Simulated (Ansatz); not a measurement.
Harmonic frequencies (cm⁻¹) at PBE0-D4/def2-TZVP from Ansatz: 249, 269, 363, 670, 689, 789, 860, 1032, 1064, 2212, 3877, 3879.

Each molecule was computed in one conformer, which needn't be the lowest.

(1) Which molecule is it?
A. `OC#CO`
B. `[SiH3][S][SnH3]`
C. `N=C1C(F)[SiH]1F`
D. `O[AsH]O`

Results:

(1) D.
